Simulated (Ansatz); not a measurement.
Total energies of AlH₅SeSi (`[AlH2][Se][SiH3]`).

```xyz
8

Al    0.934   -1.253    1.100
Se    1.464    0.683   -0.045
Si   -0.646    1.011   -0.857
H    -0.557   -1.779    1.033
H     2.092   -1.967    1.902
H    -0.595    2.249   -1.672
H    -1.621    1.183    0.248
H    -1.071   -0.127   -1.709
```

The species carries charge 0 and has multiplicity 1. Correlated methods include outer-core shells of Se, which these sets cover unevenly. Scalar relativity is left out up to krypton. Geometry: relaxed with PBE0-D4/def2-TZVP. Basis def2-TZVPP, Ansatz 0.2.0.

RPA on PBE orbitals: Hartree–Fock energy of these orbitals -2933.63082 Eh, correlation -0.84960 Eh (frozen core).

| functional | energy without D4 (Eh) | D4 term (kJ/mol) |
| --- | --- | --- |
| LDA (SPW92) | -2930.85717 | – |
| PBE | -2935.88192 | -18.4 |
| revPBE | -2936.22896 | -45.2 |
| BLYP | -2936.56765 | -39.1 |
| B97M-V | -2935.97918 | – |
| r2SCANh | -2936.47157 | -4.5 |
| r2SCAN0 | -2936.46391 | -5.1 |
| HSE06 (plane-wave form) | -2936.00849 | -15.0 |
| LC-ωPBE | -2936.04232 | – |
| ωB97X-V | -2936.23912 | – |

(1) Give the same for r2SCAN, PBE0, B3LYP, BHLYP, CAM-B3LYP, ωB97M-V, B2PLYP, PBE-QIDH. (Estimate.)

B3LYP takes the VWN-RPA correlation (the form of Gaussian; ORCA's B3LYP/G). HSE06 is the plane-wave form, built on full-range PBE exchange. The double hybrids freeze the cores in their second-order part.

Results:

(1) Computed: 
| functional | energy without D4 (Eh) | D4 term (kJ/mol) |
| --- | --- | --- |
| r2SCAN | -2936.47734 | -4.1 |
| PBE0 | -2936.01873 | -15.7 |
| B3LYP | -2936.63035 | -30.2 |
| BHLYP | -2936.53434 | -27.8 |
| CAM-B3LYP | -2936.67490 | -16.4 |
| ωB97M-V | -2936.35660 | – |
| B2PLYP | -2935.92279 | – |
| PBE-QIDH | -2935.53078 | – |

LC-ωPBE has ω = 0.4 bohr⁻¹.
